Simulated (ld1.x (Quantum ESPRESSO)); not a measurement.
## u(r) = r·R(r): atom against pseudo-atom (chromium (Cr))

Columns: radius, all-electron u(r) and pseudo u(r) of the 3d shell (level -39.39 eV) of chromium in the configuration [Ne] 3s2 3p6 3d3 4s0 4p0; LDA (PZ), scalar-relativistic, TM scheme, ld1.x (Quantum ESPRESSO) 7.5.

```json
{"r (bohr)": "0.055", "all-electron": "0.0125", "pseudo": "0.0031"}
{"r (bohr)": "0.110", "all-electron": "0.0680", "pseudo": "0.0236"}
{"r (bohr)": "0.165", "all-electron": "0.1615", "pseudo": "0.0747"}
{"r (bohr)": "0.220", "all-electron": "0.2759", "pseudo": "0.1616"}
{"r (bohr)": "0.275", "all-electron": "0.3961", "pseudo": "0.2805"}
{"r (bohr)": "0.330", "all-electron": "0.5116", "pseudo": "0.4193"}
{"r (bohr)": "0.385", "all-electron": "0.6157", "pseudo": "0.5616"}
{"r (bohr)": "0.440", "all-electron": "0.7049", "pseudo": "0.6912"}
{"r (bohr)": "0.495", "all-electron": "0.7780", "pseudo": "0.7963"}
{"r (bohr)": "0.550", "all-electron": "0.8353", "pseudo": "0.8717"}
{"r (bohr)": "0.605", "all-electron": "0.8776", "pseudo": "0.9185"}
{"r (bohr)": "0.660", "all-electron": "0.9065", "pseudo": "0.9419"}
{"r (bohr)": "0.715", "all-electron": "0.9235", "pseudo": "0.9487"}
{"r (bohr)": "0.770", "all-electron": "0.9306", "pseudo": "0.9452"}
{"r (bohr)": "0.825", "all-electron": "0.9293", "pseudo": "0.9360"}
{"r (bohr)": "0.880", "all-electron": "0.9211", "pseudo": "0.9233"}
{"r (bohr)": "0.935", "all-electron": "0.9073", "pseudo": "0.9077"}
{"r (bohr)": "0.990", "all-electron": "0.8892", "pseudo": "0.8892"}
{"r (bohr)": "1.045", "all-electron": "0.8675", "pseudo": "0.8675"}
{"r (bohr)": "1.100", "all-electron": "0.8433", "pseudo": "0.8433"}
{"r (bohr)": "1.155", "all-electron": "0.8170", "pseudo": "0.8170"}
{"r (bohr)": "1.210", "all-electron": "0.7893", "pseudo": "0.7893"}
{"r (bohr)": "1.265", "all-electron": "0.7607", "pseudo": "0.7607"}
{"r (bohr)": "1.320", "all-electron": "0.7315", "pseudo": "0.7315"}
{"r (bohr)": "1.375", "all-electron": "0.7019", "pseudo": "0.7019"}
{"r (bohr)": "1.430", "all-electron": "0.6724", "pseudo": "0.6724"}
```

How many radial nodes do the two functions have?

The all-electron 3d function has n − l − 1 = 0; the pseudo-wave has 0.

At about which radius was the pseudo-wave matched?

1.05 bohr. The columns agree to 0.0005 from 0.94 bohr on; several derivatives are matched, so the curves merge somewhat inside the radius.

Is the pseudo-wave norm-conserving?

Yes: the TM scheme keeps the norm inside the radius equal to the all-electron one, which fixes the energy derivative of the logarithmic derivative at the level.
